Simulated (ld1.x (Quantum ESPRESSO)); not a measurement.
# Logarithmic derivatives: calcium, ultrasoft

calcium, ultrasoft, made with ld1.x (Quantum ESPRESSO) 7.5 (BLYP, scalar-relativistic). Core [Ne], reference 3s2 3p6 3d0 4s0 4p0 (charge +2). Waves: 3s (bound): rcut 1.55, rcutus 2.05 bohr; 4s (bound, empty): rcut 1.55, rcutus 2.05 bohr; 3p (bound): rcut 1.70, rcutus 1.90 bohr; 4p (bound, empty): rcut 1.70, rcutus 1.90 bohr; 3d (bound, empty): rcut 2.05, rcutus 2.75 bohr; 3d channel at -0.75 Ry: rcut 2.05, rcutus 2.75 bohr. Local part: all-electron potential smoothed inside 2.55 bohr (lloc = -1). Core correction: Bessel-smoothed model core inside 1.80 bohr. Augmentation charge: built from norm-conserving waves at rcut, not smoothed further.

The phase is arctan(r·u′/u) with u = r·R(r), unwrapped; energies in Ry, scanned from -7 to 5 Ry. A pole is an energy at which the radial function vanishes at the test radius. The pseudo phase is shifted by a multiple of π to meet the all-electron one at the reference energy, and phase errors are pseudo minus all-electron; the curves can meet again beyond the range given. Levels narrower than the energy grid can be missing from the lists of poles.

| channel | radius (bohr) | reference energy (Ry) | poles, all-electron | poles, pseudo | unbroken range about the reference energy with phases within 0.05 rad | phase error 1 Ry above the reference energy (rad) |
| --- | --- | --- | --- | --- | --- | --- |
| s | 3.00 | -1.10 | -4.54, 0.73 | -4.54, -0.01, 2.43 | not even at the reference energy | +0.125 |
| p | 3.00 | -0.81 | -3.10, 1.49 | -3.10, -1.40, 3.15 | not even at the reference energy | +0.600 |
| d | 3.00 | -1.17 | -0.94, 2.64 | -0.94, 2.87 | below 3.7 | -0.001 |

A Bessel basis up to 400 Ry misses an occupied level by 0.51 Ry, so cutoffs and ghosts were not judged.

Phases in the s channel:

```
E (Ry)  all-electron  pseudo
 -7.00         1.425   1.425
 -6.74         1.421   1.421
 -6.48         1.416   1.417
 -6.22         1.411   1.412
 -5.96         1.406   1.406
 -5.70         1.399   1.400
 -5.44         1.392   1.393
 -5.18         1.382   1.383
 -4.92         1.366   1.368
 -4.66         1.292   1.295
 -4.40        -1.730  -1.728
 -4.14        -1.764  -1.761
 -3.88        -1.782  -1.778
 -3.62        -1.799  -1.794
 -3.36        -1.817  -1.810
 -3.10        -1.839  -1.829
 -2.84        -1.865  -1.851
 -2.58        -1.900  -1.879
 -2.32        -1.948  -1.914
 -2.06        -2.017  -1.961
 -1.80        -2.130  -2.027
 -1.54        -2.337  -2.127
 -1.28        -2.773  -2.293
 -1.02        -3.524  -2.596
 -0.76        -4.090  -3.141
 -0.50        -4.359  -3.776
 -0.24        -4.499  -4.211
  0.02        -4.584  -4.982
  0.28        -4.642  -7.453
  0.54        -4.685  -7.599
  0.80        -4.721  -7.673
  1.06        -4.752  -7.723
  1.32        -4.780  -7.760
  1.58        -4.809  -7.788
  1.84        -4.839  -7.812
  2.10        -4.873  -7.832
  2.36        -4.914  -7.850
  2.62        -4.969  -7.866
  2.88        -5.047  -7.880
  3.14        -5.174  -7.894
  3.40        -5.418  -7.908
  3.66        -5.952  -7.922
  3.92        -6.750  -7.936
  4.18        -7.232  -7.951
  4.44        -7.452  -7.966
  4.70        -7.568  -7.984
  4.96        -7.639  -8.004
```
